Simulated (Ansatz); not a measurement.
Si3W3⁻, relaxed as a doublet with UKS PBE-D4/def2-SVPD in Ansatz, starting from the GFN2-xTB geometry. Force threshold 0.02 eV/Å.

In the def2 sets W takes a core potential; there is no spin–orbit coupling. The charge -1 doublet is spin-contaminated (final ⟨S²⟩ up to 2.04, 0.75 for a pure state). Another isomer (doublet) lies 2.09 eV lower at PBE0-D4/def2-TZVPD; other spin states weren't run for this one.

Start:

Cartesian coordinates in Å:
```
W -0.4557 2.0351 0.2772
W -0.5001 -2.2916 0.7910
W 0.9709 -1.2094 -0.9246
Si 1.7454 0.8602 0.3297
Si -1.2047 -0.0249 1.3102
Si -0.5557 0.6306 -1.7835
```

(1) Estimate the energy that the relaxation releases and the steps that it takes.

(2) Does the start keep its bonding and symmetry?

(3) Predict the relaxed structure.

## Answers

(1) 1.25 eV, in 7 steps; 52 s on 4 threads of Arm Neoverse V2 on a shared host. No frequencies were taken in this run, so the end may be a saddle point.

(2) By distances, no bond broke or formed. The bond that changes most is W3–Si5, from 3.34 to 2.79 Å (atoms count from 1). Point group Cs at the start, Cs at the end, both within 0.05 Å.

(3) 
```xyz
6

W    -0.2608    2.0772    0.0597
W    -0.3658   -2.3518    0.6530
W     0.8255   -1.1263   -0.7767
Si    1.6162    0.7989    0.6624
Si   -0.9469    0.0489    1.0236
Si   -0.8682    0.5530   -1.6220
```
Bond lengths (bridged metal pairs left out): 7 × Si–W 2.35 to 2.79 Å; 2 × W–W 2.23 to 3.48 Å.
